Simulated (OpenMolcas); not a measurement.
Ce3+: moving or changing the point charges

Ce3+ among 6 point charges of -1 e arranged as an octahedron (Oh), 2.32 Å from the ion.

- Program: OpenMolcas
- Method: CASSCF
- Basis: ANO-RCC-VTZP [8s7p5d3f2g1h]
- Scalar Hamiltonian: DKH2, point nucleus
- Active space: 1 electron in 7 orbitals (4f)
- State averaging: 2S+1 = 2 odd, 7 roots
- Spin-orbit coupling: RASSI with atomic mean-field integrals over the reference wave functions

Runs around this geometry, states (labels of O, the rotations of Oh). Energies in cm-1 above the lowest state or level, χT in cm3 K/mol.

| R (Å) | Ground state | First state of that spin | First gap with spin-orbit (degeneracies) | Width of lowest J | χT at 300 K |
| --- | --- | --- | --- | --- | --- |
| 2.32 | 2A2 | 2T2 439.4 | 497.6 (2, 4) | 498 | 0.617 |
| 2.56 | 2A2 | 2T2 278.7 | 307.6 (2, 4) | 308 | 0.727 |
| 2.77 | 2A2 | 2T2 192.8 | 208.4 (2, 4) | 208 | 0.773 |

Taking the width of the lowest J multiplet as R^-n, n = -ln(208 / 498) / ln(2.77 / 2.32) = 4.9 between the shortest and longest distance.

Point charges carry no covalency, so the field is a model and not that of real ligands. No measured value stands beside these numbers.
